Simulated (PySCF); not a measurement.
## RbF₂⁻: one-bond stretch

All numbers come from PySCF, PBE0, basis Rb def2-TZVPD with ECP28, F def2-TZVPD (scalar-relativistic core potentials, no spin–orbit coupling, density fitting).

Rigid scan from the singlet minimum (Rb–F 2.545 Å (×2); F–Rb–F 180.0°). Coordinate: the bond from Rb to the last atom (F) scaled, the rest fixed. Energies in kJ/mol from the minimum.

(1) Predict the curve at 0.92, 0.96, 1.00, 1.05, 1.12, 1.20, 1.35, 1.55, 1.80, 2.20.

Answers

(1) 
| scale of one bond | E (kJ/mol) | dipole size (D, about the centre of mass) |
| --- | --- | --- |
| 0.92 | 10.0 | 1.01 |
| 0.96 | 2.1 | 0.50 |
| 1.00 | 0.0 | 0.00 |
| 1.05 | 2.5 | 0.61 |
| 1.12 | 11.4 | 1.46 |
| 1.20 | 24.6 | 2.41 |
| 1.35 | 50.2 | 4.16 |
| 1.55 | 79.0 | – |
| 1.80 | 105.5 | – |
| 2.20 | 132.7 | – |

Other isomers or separated fragments may lie lower.

The scan took of the order of 30 core-seconds on a shared host.
